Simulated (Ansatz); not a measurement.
System: GeHBr, charge 0, singlet. A triplet may lie lower; no result for it is given here. GeHBr (SMILES [GeH][Br]).
B3LYP-D3(BJ)/def2-TZVP minimum from Ansatz (a quantum-chemistry and plane-wave program):
```xyz
3

Ge    -0.6900    -0.5790     0.8180
H     -1.7322    -1.0563    -0.3029
Br     0.6803     0.5596    -0.7393
```

Hartree-Fock and CCSD correlation energies in hartree (Ansatz). Open shells are spin-unrestricted; no spin-orbit coupling. Cores are frozen in correlated methods (noble-gas shells, and filled d and f shells in the p block). No relativity. Spin-orbit terms, left out, reach several kcal/mol for Br and I, and more for heavier atoms. The restricted determinant of HBrGe ([GeH][Br], singlet) is unstable towards broken spin symmetry in at least one set run.

```csv
basis,X,E(HF),"E(corr, CCSD)"
cc-pVTZ,3,-4648.47044,-0.28348
cc-pVQZ,4,-4648.47656,-0.30626
cc-pV5Z,5,-4648.47728,withheld
```

Task: Fit E(corr) = E∞ + A/X³ to X = 3 and 4, predict X = 5, and compare with the run.

Result: A = (-0.28348 - (-0.30626))/(1/27 - 1/64) = 1.0639; E∞ = -0.30626 - A/64 = -0.32288; at X = 5, E∞ + A/125 = -0.31437. The run gave -0.31418, 0.19 mEh above the prediction. The same form on X = 4 and 5 gives E∞ = -0.32249, 0.39 mEh above the first estimate.
